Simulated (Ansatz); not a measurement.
System: InH3, charge -1, multiplicity 2. 
Coordinates optimised at B3LYP-D3(BJ)/def2-TZVP (Ansatz, a program for electronic structure):
```
In
H 1 1.7977
H 1 1.7977 2 110.67
H 1 1.7977 2 110.67 3 123.06
```
Charge -1, spin multiplicity 2.

### Question
Give the harmonic wavenumbers at B3LYP-D3(BJ)/def2-TZVP (Ansatz, finite differences of forces, unscaled).

### Answer
522, 606, 606, 1512, 1512, 1513 cm⁻¹. Zero-point energy 9.0 kcal/mol.

### Question
From these and the geometry, give the ideal-gas thermochemistry at 298.15 K and 1 atm (rigid rotor, harmonic oscillator).

### Answer
Point group C3v, rotational symmetry number 3. Rotational constants 94.62, 94.62, 57.33 GHz. S(trans) 40.21, S(rot) 14.91, S(vib) 1.52, S(elec, spin only) 1.38, S 58.0 cal/(mol K). H(298) - H(0) 2.71 kcal/mol; G - E(el) -5.6 kcal/mol.
